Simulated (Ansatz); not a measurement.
A run for Ansatz (a first-principles code): R-CCSD(T)/def2-SVPD on HIN2 (a complex), monomers drawn apart or pushed together. Elements past Kr take the def2 small-core potentials; no spin–orbit coupling. The run froze 11 orbitals, filled d shells among them.

Ansatz 0.2 input:
```yaml
crystal:
  periodic: [false, false, false]
  atoms:
    - {symbol: N, position_ang: [0.10168156, 0.11003442, -1.00507190]}
    - {symbol: N, position_ang: [0.21013912, 0.11946585, 0.08007301]}
    - {symbol: I, position_ang: [0.65908775, 0.17856819, 6.36779160]}
    - {symbol: H, position_ang: [0.57462930, 0.16233380, 4.75492200]}
basis:
  gaussian:
    orbitals: def2-SVPD
magnetization: {spin_polarized: false}
correlation: {method: ccsd_t, electrons: outside_noble_gas}
scf: {lower_state_search: off}
```

It printed:

```
WARN ansatz: RAYON_NUM_THREADS=1 ignored (pool sized by the plan → 1); use --threads N
Functional definition: HF
these checks for a lower state are left out or cut short: stability, starts, cluster_reference, orbital_swaps, neighbouring_geometries, increment
integrals: 0.08 GiB planned
913 factors; integrals over basis functions are off by at most 7.6e-4 eV
mean field: 0.20 GiB planned
mean field evaluation 1: about -11049.1337 eV, gradient 1.2e1 eV
mean field evaluation 2: about -11049.5962 eV, gradient 1.4e1 eV
mean field evaluation 4: about -11050.2705 eV, gradient 1.3e0 eV
mean field evaluation 8: about -11050.2821 eV, gradient 1.4e-4 eV
mean field -11050.28207441 eV, -406.0903760845 hartree, gradient 3.2e-6 eV, S^2 0.000000; 0 other end points of the search recorded, 0 dependent functions left out
11 core orbitals not correlated
reference -11050.28207441 eV, -406.0903760845 hartree; 9, 9 occupied and 63, 63 virtual orbitals, 913 factors
second order -11.73284347 eV of doubles, -0.00000000 eV of singles
coupled cluster: 0.21 GiB planned
cycle   1  -11.74511428 eV  change   -1.2e-2 eV  update   8.9e-2
cycle   2  -12.15682181 eV  change   -4.1e-1 eV  update   2.7e-2
cycle   3  -12.22580267 eV  change   -6.9e-2 eV  update   1.1e-2
cycle   4  -12.23410791 eV  change   -8.3e-3 eV  update   2.8e-3
cycle   5  -12.23495055 eV  change   -8.4e-4 eV  update   6.5e-4
cycle   6  -12.23521399 eV  change   -2.6e-4 eV  update   1.6e-4
cycle   7  -12.23537859 eV  change   -1.6e-4 eV  update   4.2e-5
cycle   8  -12.23538281 eV  change   -4.2e-6 eV  update   1.1e-5
perturbative correction -0.43879386 eV, -0.0161253770 hartree
Total energy: -11062.95625108 eV, -406.5561434862 hartree
Checks for a lower state left out: stability, starts, cluster_reference, orbital_swaps, neighbouring_geometries, increment
```

The calculation finished and met its thresholds.

Cost: around 2.7 core-seconds (rough).
